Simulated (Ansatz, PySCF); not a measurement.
Species: sum formula H$_{2}$SiOBr$_{3}$, charge 1, multiplicity 1. It need not be the lowest isomer of its formula. 
Coordinates optimised at B3LYP-D3(BJ)/def2-TZVP (Ansatz, a first-principles code):
SMILES: Br[Si]([OH2+])(Br)Br
```xyz
7

Si    -0.1651     0.0142    -0.1213
Br    -0.6333    -1.5961     1.2439
Br    -0.1554     1.9903     0.7517
Br     1.3553    -0.4335    -1.5892
O     -1.6526     0.1423    -1.2139
H     -2.4793     0.5480    -0.8960
H     -1.8198    -0.5100    -1.9178
```
Charge +1, spin multiplicity 1.

Total electronic energies in hartree. Correlated levels leave the core frozen unless marked. Spin-orbit coupling is left out. Frozen are the shells of the preceding noble gas and the d and f shells that filled before the atom's block. Non-relativistic. CBS(X,Y): correlation extrapolated as X^-3; Hartree-Fock from the larger set. [CCSD(T)-MP2]/basis is that difference in the basis named.

```
level                                                              program  energy (Eh)
----------------------------------------------------------  --------------  -----------
HF/6-31G                                                            Ansatz  -8080.85672
HF-D4/def2-TZVPD                                             PySCF + dftd4  -8082.19357
RI-HF/def2-TZVPP                                                    Ansatz  -8082.16273
RI-HF/def2-QZVPP                                                    Ansatz  -8082.32328
PBE-D4/def2-TZVPD                                           Ansatz + dftd4  -8086.94348
BLYP-D3(BJ)/def2-TZVPD                                      Ansatz + dftd3  -8088.39677
r2SCAN/def2-TZVPD                                                   Ansatz  -8088.21609
r2SCAN-D3(BJ)/def2-TZVPD                                    Ansatz + dftd3  -8088.21891
B3LYP-D4/def2-TZVPD                                         Ansatz + dftd4  -8088.43096
PBE0/6-31G*                                                         Ansatz  -8086.24123
PBE0/def2-SVP                                                       Ansatz  -8086.08862
PBE0-D3(BJ)/def2-TZVPD                                      Ansatz + dftd3  -8087.23701
PBE0/def2-TZVPD                                                     Ansatz  -8087.22752
M06-2X/def2-TZVPD                                                    PySCF  -8088.38484
B2GP-PLYP-D3(BJ)/def2-TZVPD                                 Ansatz + dftd3  -8086.41712
RPA@PBE/def2-TZVPP                                                  Ansatz  -8083.43642
RPA@PBE/def2-QZVPP                                                  Ansatz  -8083.72954
RI-MP2/def2-TZVPP                                                   Ansatz  -8082.99623
CCSD/def2-SVP                                                       Ansatz  -8081.68357
CCSD/def2-TZVPP                                                     Ansatz  -8083.04030
CCSD(T)/STO-3G                                                      Ansatz  -7994.69985
CCSD(T)/6-31G*                                                      Ansatz  -8081.80437
RI-MP2/CBS(def2-TZVPP,def2-QZVPP)+[CCSD(T)-MP2]/def2-TZVPP          Ansatz   -8083.3795
```

Totals of different functionals don't rank their quality; only differences between species are comparable.
